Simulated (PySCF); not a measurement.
[SrI3]-, singlet: structure and spectrum

Method: B3LYP in PySCF with Sr def2-SVPD with ECP28, I def2-SVPD with ECP28; scalar-relativistic core potentials, no spin–orbit coupling; density-fitted integrals.

The structure is a minimum.

Coordinates in bohr (charge -1 multiplicity 1):
```
Sr    0.0000    0.0000    0.0000
I     5.9049    0.0000    0.0000
I    -2.9524    5.1138    0.0000
I    -2.9525   -5.1138    0.0000
```

| Quantity | Value |
| --- | --- |
| Point group | D3h |
| Bond lengths | Sr–I 3.125 Å (×3) |
| Bond angles | I–Sr–I 120.0° (×3) |
| Lowest empty level | 1.46 eV |
| Zero-point energy | 3.2 kJ/mol |
| Heat capacity Cp at 298.15 K | 82.1 J/(mol K) |
| Principal quadrupole moments (Buckingham, traceless) about the centre of mass | -21.84, -21.84, 43.67 D Å |
| Entropy at 298.15 K and 1 bar | 420.7 J/(mol K) |
| Dipole moment about the centre of mass | 0.00 D |
| Principal polarisabilities | 143.6, 190.4, 190.5 bohr³ |
| Rotational constants | 0.00907, 0.00907, 0.004535 cm⁻¹ |
| Enthalpy at 298.15 K above 0 K | 21.94 kJ/mol |
| Rotational symmetry number | 6 |
| Highest occupied level | -3.31 eV |

Harmonic modes (masses in u: Sr 87.906, I 126.904):
```csv
symmetry,ω (cm⁻¹),"IR (km/mol, summed over degenerate members)"
e',31,1.8
a2'',46,14.6
a1',96,0.0
e',161,99.6
```

In D3h the vibrations span 2e' + a2'' + a1'. The a1' mode carries no infrared intensity, as symmetry demands.

Charges (e); Mulliken and Löwdin values are unreliable with diffuse functions:
| atom | Mulliken | Löwdin | polar tensor | Mayer order to Sr1 |
| --- | --- | --- | --- | --- |
| Sr1 | 1.17 | 0.21 | 1.41 | – |
| I2,3,4 | -0.72 | -0.40 | -0.80 | 0.49 |

Mulliken populations on Sr1 (electrons outside its core potential): s 2.24, p 6.12, d 0.47.

Outer orbital energies (eV). occupied: -3.88, -3.88, -3.52, -3.52, -3.52, -3.51, -3.51, -3.31; empty: 1.46, 2.45, 2.59, 2.59.

Counting electrons, strontium keeps none of its valence electrons outside its bonds, so the VSEPR class is AX3 and the expected shape is trigonal planar (D3h), as computed.

Only a few start shapes were tried, so a lower isomer may exist. The lowest empty level of this anion is unbound, so it and the gap depend on the basis.

The final relaxation and frequency run took roughly 4 core-minutes on a shared host.
